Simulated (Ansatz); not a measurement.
Born–Oppenheimer molecular dynamics of BF2HSi (5 atoms, charge 0, multiplicity 1). It starts from a relaxed structure.

These are results of RKS PBE0-D4/def2-SVP in Ansatz 0.2.0, not measurements.

* ensemble: NVT, Nosé–Hoover chain
* time step: 1 fs
* steps asked: 100
* set temperature: 200 K
* thermostat: time constant 1 fs, chain length 1
* seed: 721009

First frame:

```xyz
5
Properties=species:S:1:pos:R:3
F -0.420 -0.898 2.150
B -0.010 -0.441 1.038
Si -0.390 0.397 -0.719
F 0.228 -0.598 -1.873
H 0.593 1.540 -0.595
```

(1) How far do the bonds stretch over the last three quarters of this one trajectory? (Pairs bonded in most of those frames.)

Answers

(1) 
```
  bond  mean (Å)  spread (Å)  shortest  longest
 F1–B2     1.265       0.016      1.24     1.29
B2–Si3     1.995       0.045      1.91     2.06
Si3–F4     1.653       0.020      1.62     1.68
Si3–H5     1.519       0.036      1.46     1.59
```

Mean temperature of the second half: 200 K. The conserved energy stayed within 0.37 meV per atom of its start (net change 0.069 meV per atom), so the integration is sound. A run of 0.1 ps of so small a system gives no equilibrium averages.

Run time: 7.4 min on 1 CPU thread of a shared host.
